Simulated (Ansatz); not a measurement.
# Match the barriers

Saddle point of GaH$_{5}$SO$_{2}$, closed shell (GaH₃S ([SH][GaH2]) + H₂O₂ ([OH][OH]) → GaH₃O₂ ([OH][O][GaH2]) + H₂S (still joined by a long Ga–S bond); bonds formed: S2–H5; dative contacts that become bonds: Ga1–O6; bonds broken: H5–O6; bonds weakened to dative contacts: Ga1–S2), PBE0-D4/def2-TZVP structure:

```xyz
9
angstrom
Ga -0.8085 -0.8176 -0.1685
S 1.6105 -1.0896 0.4279
H -0.9444 -1.1369 -1.6823
H -1.6094 -1.3104 1.0755
H 1.0368 0.2723 0.3884
O -0.2340 1.0103 0.1506
O -0.1229 1.6925 -1.1062
H 1.3848 -1.2177 1.7457
H -0.3129 2.5968 -0.8310
```

Ansatz 0.2.0; basis: def2-TZVPP, with def2-QZVPP for the basis limit; cores frozen in the correlated methods. Filled d shells of the heavier atoms are correlated. The def2 sets are not built for correlating such inner shells, so the correlated values are less sure here. Extrapolation: Hartree–Fock as exp(−7.88 √X), correlation as X^−2.97. Four methods, as single points on the PBE0-D4 structures, gave these electronic barriers from the start structure: 47.8, 53.7, 63.2, 106.5 kJ/mol.

The methods were, in alphabetical order, HF, MP2, PBE-D4, r2SCAN-D4. Which gave which? (Judge from chemistry; the calculation decides.)

The calculation gives: PBE-D4 47.8; r2SCAN-D4 53.7; MP2 63.2; HF 106.5 kJ/mol. For comparison, CCSD(T) at an estimated basis limit (MP2 extrapolated from triple and quadruple zeta, plus CCSD(T) − MP2 in triple zeta) gives 67.8 kJ/mol.

The T1 diagnostic stays at or below 0.015.

Labels in which every atom is bracketed show which atoms are joined, not bond orders.

For scale, one of the runs: CCSD(T)/def2-TZVPP, 222 basis functions, launched by `ansatz run in.yaml --threads 4 --pin off --events-out ev --progress --plain --max-ram 9574MiB`. Hardware: 4 CPU threads of an Arm Neoverse V2, shared host. Wall time 110 s; peak host memory 3.5 GiB.
